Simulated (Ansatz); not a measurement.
Cost and result for the atomization energy of `C[O][Ge]([OH])([Cl])[Cl]` (10 atoms, 9 bonds).

Cartesian coordinates in Å:
```
C 0.3753 -0.3598 1.5720
O -0.5777 -0.1091 0.5528
Ge -0.0736 0.3263 -1.0630
O -1.5195 0.4706 -2.0272
Cl 1.2418 -1.1657 -1.8298
Cl 0.9523 2.1819 -1.1053
H 1.0521 -1.1754 1.2987
H -0.1786 -0.6477 2.4663
H 0.9649 0.5347 1.7962
H -2.2370 -0.0558 -1.6607
```

The species carries charge 0 and has multiplicity 1. Correlated methods include outer-core shells of Ge, which these sets cover unevenly. Scalar relativity is left out up to krypton. The structure was optimised at the PBE0-D4/def2-TZVP level. It is one conformer, not always the lowest. Program: Ansatz. All runs use 2 threads of an AMD EPYC 7R13 on a shared host and a share of an NVIDIA H100 80 GB. Times are those of one run each, without the atoms' runs, and a repeat can differ threefold. Electronic energies, without spin–orbit coupling; frozen cores. CCSD(T)/CBS adds CCSD(T) − MP2 in def2-TZVPP to the MP2 limit, and its time is that of the two runs behind it. T1 = 0.011. With those shells the extrapolation isn't a true limit. B3LYP takes the VWN-RPA correlation (the form of Gaussian; ORCA's B3LYP/G).

CCSD(T)/CBS is a level of theory with its own doubt, some kJ/mol a heavy atom from the limit and from the frozen cores, so smaller differences don't rank the functionals.

```tsv
level	functions	wall time
ωB97M-V/def2-TZVPP (with forces)	281	11 s
B2PLYP/def2-TZVPP	281	11 s
PBE-D4/def2-TZVPP (with forces)	281	12 s
B3LYP-D4/def2-TZVPP (with forces)	281	13 s
MP2/def2-QZVPP	520	14 s
PBE0-D4/def2-TZVPP	281	14 s
ωB97X-V/def2-TZVPP	281	14 s
r2SCAN-D4/def2-TZVPP (with forces)	281	15 s
CCSD(T)/def2-TZVPP	281	16 s
CCSD(T)/CBS(def2)	–	30 s
```

(1) What atomization energy does each give, and how far from CCSD(T)/CBS? (Estimate.)

Answers

(1) Ansatz gave: 
```csv
level,atomization (kJ/mol),difference from CCSD(T)/CBS,per bond
ωB97M-V/def2-TZVPP (with forces),3569.1,-12.9,-1.4
B2PLYP/def2-TZVPP,3510.3,-71.7,-8.0
PBE-D4/def2-TZVPP (with forces),3639.3,57.3,6.4
B3LYP-D4/def2-TZVPP (with forces),3525.5,-56.5,-6.3
MP2/def2-QZVPP,3653.3,71.3,7.9
PBE0-D4/def2-TZVPP,3553.1,-28.9,-3.2
ωB97X-V/def2-TZVPP,3581.4,-0.6,-0.1
r2SCAN-D4/def2-TZVPP (with forces),3586.1,4.1,0.5
CCSD(T)/def2-TZVPP,3485.0,-97.0,-10.8
CCSD(T)/CBS(def2),3582.0,0.0,0.0
```

In def2-TZVPP, CCSD(T) changes the Hartree–Fock value by +1000.7 kJ/mol (the triples alone add +71.0 kJ/mol) and MP2 by +1112.1 kJ/mol; breaking electron pairs costs correlation energy, which Hartree–Fock lacks. From PBE to PBE0 (25 % exact exchange), in def2-TZVPP and without D4, the atomization energy moves by −82.2 kJ/mol: exact exchange takes away binding that semilocal exchange gives to molecules. The D4 term adds +45.9 kJ/mol with B3LYP and +24.4 kJ/mol with PBE0; it sums over pairs of atoms, weighted by their polarisabilities, and B3LYP, whose exchange is more repulsive, gets the larger term.
